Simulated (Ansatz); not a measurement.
Consider the formal exchange of groups at the Se–C bond: `FC(S)[SeH]` + `F[SiH](F)F` → `F[Si](F)(F)[SeH]` + `FCS`.

Calculated with Ansatz (gas phase, PBE0-D4/def2-TZVP geometries, no zero-point term in ΔE). CCSD(T)/CBS adds triple-zeta CCSD(T) − MP2 to the extrapolated MP2 energy (def2 sets, frozen cores). Functionals use def2-TZVPP. B3LYP here is the variant with VWN-RPA as its local correlation; programs differ in this. HSE06 is defined as in plane-wave codes. For Se outer-core shells are correlated without core-valence functions, which leaves a few kJ/mol of doubt a bond. Scalar relativity is left out up to krypton. One conformer a species, not always the lowest.

| level | ΔE (kcal/mol) | difference from CCSD(T)/CBS |
| --- | --- | --- |
| LDA (SPW92) | -24.5 | 0.4 |
| B3LYP-D4 | -25.0 | -0.1 |
| r2SCANh-D4 | -26.4 | -1.5 |
| HSE06-D4 | -26.3 | -1.4 |
| B2PLYP | -24.7 | 0.2 |
| revPBE | -25.2 | -0.3 |
| PBE0 | -26.4 | -1.5 |
| HF/def2-SVP | -27.9 | -3.0 |
| CCSD/def2-TZVPP | -24.8 | 0.1 |
| MP2/CBS(def2) | -24.6 | 0.3 |
| CCSD(T)/CBS | -24.9 | 0 |

Largest T1 diagnostic among the species: 0.012.

From BLYP to BHLYP (50 % exact exchange), in def2-TZVPP and without D4, ΔE moves by −2.5 kcal/mol. In def2-TZVPP, CCSD(T) changes the Hartree–Fock value by +3.1 kcal/mol (the triples alone add +0.6 kcal/mol) and MP2 by +3.4 kcal/mol. At CCSD(T), def2-SVP lies +0.8 kcal/mol from the extrapolated value and def2-TZVPP +0.7 kcal/mol.
